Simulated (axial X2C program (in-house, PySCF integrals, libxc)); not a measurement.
**CoSn: from the spin-free to the two-component result**

Calculated with an in-house relativistic program for diatomic molecules. Spin-free means the one-electron spin-free X2C Hamiltonian; two-component (2c) means X2C with spin–orbit coupling and atomic mean-field two-electron Coulomb and Gaunt terms, so the difference of the two also holds small scalar two-electron terms. Basis: Sn dyall-cv3z [11s12p9d4f1g], Co dyall-cv3z [9s10p6d3f2g] (cores contracted in-house); Gaussian nuclei, density fitting, unrestricted open shells. Masses: Sn 119.902 u, Co 58.933 u.

Spin-free state: M_S = 1/2, Λ = 2 (beyond evenly filled blocks: δ+α, δ+β, δ-α); fragments Sn + Co.

```
level  Re (Å)  ωe (cm⁻¹)  De (eV)  μ (D)
 PBE0   2.428      234.3    1.849   1.34
   HF   2.775      149.4    0.532   2.86
 BP86   2.364      259.4    2.901   0.19
```

Dipoles are positive if Co is the positive end.

**Question.** Within this multiplet, which Ω should lie lowest by the rule for regular and inverted multiplets?

**Answer.** The open δ shell holds three electrons, one hole, so the multiplet is inverted: Ω = Λ + 1/2 = 5/2. The PBE0 2c search agrees, though Ω = 7/2 of the search lies only 0.06 eV higher.

Two-component determinant lowest at the distance of the search:

Ω = 5/2 (⟨Sz⟩ = 0.51, ⟨Lz⟩ = 1.99 at PBE0); fragments Sn + Co.

```
level  Re (Å)  ωe (cm⁻¹)  μ (D)
 PBE0   2.427      234.6   1.34
   HF   2.785      146.6   2.80
 BP86   2.364      258.8   0.19
```

**Question.** From the two tables, how do the constants change at the PBE0 level (2c against spin-free)?

**Answer.** At the PBE0 level Re falls by 0.001 Å and ωe increases by 0.3 cm⁻¹.

The state is one determinant whose occupation by symmetry is held fixed; it was picked as the lowest of a PBE0 search that is not exhaustive. De is counted from the lowest determinant-based energies of the atoms at the same level, without counterpoise correction. De is not given where an atomic determinant may have missed its ground term or J level, or where the truncated virtual space spoils (T). Density functionals use the spin component along the axis (collinear). PBE0 can misorder states that lie within some tenths of an eV, so this need not be the ground state of the molecule. The nearest other spin-free determinant of the search, M_S = 1/2, Λ = 3, lies 0.18 eV up at the distance of the search. Without a current term, density functionals place determinants with orbital angular momentum somewhat too high. The determinant is spin-polarised beyond a pure state at some levels (its spin-free form has ⟨S²⟩ too high), which makes Re and μ there less reliable.
